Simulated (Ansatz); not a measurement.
The same silylene extrusion along the group Si, Ge, Sn.

Gas-phase electronic energies from Ansatz, PBE0-D4/def2-TZVP geometries. CCSD(T)/CBS adds triple-zeta CCSD(T) − MP2 to the extrapolated MP2 energy (def2 sets, frozen cores). This one scheme is used for every species. Elements past krypton have def2 core potentials. For Ge, Sn outer-core shells are correlated without core-valence functions, which leaves a few kJ/mol of doubt a bond. Scalar relativity is left out up to krypton. One conformer a species, not always the lowest.

Task: Order these by ΔE at CCSD(T)/CBS, lowest first. (Best estimate.)
A. `[OH][Sn]([OH])([F])[F]` → `OF` + `[OH][Sn][F]`
B. `O[Si](O)(F)F` → `OF` + `O[Si]F`
C. `[OH][Ge]([OH])([F])[F]` → `OF` + `[OH][Ge][F]`

Result: A (+4.73 eV), C (+5.85 eV), B (+8.71 eV).

Largest T1 diagnostic: 0.018, for `[OH][Sn][F]`.
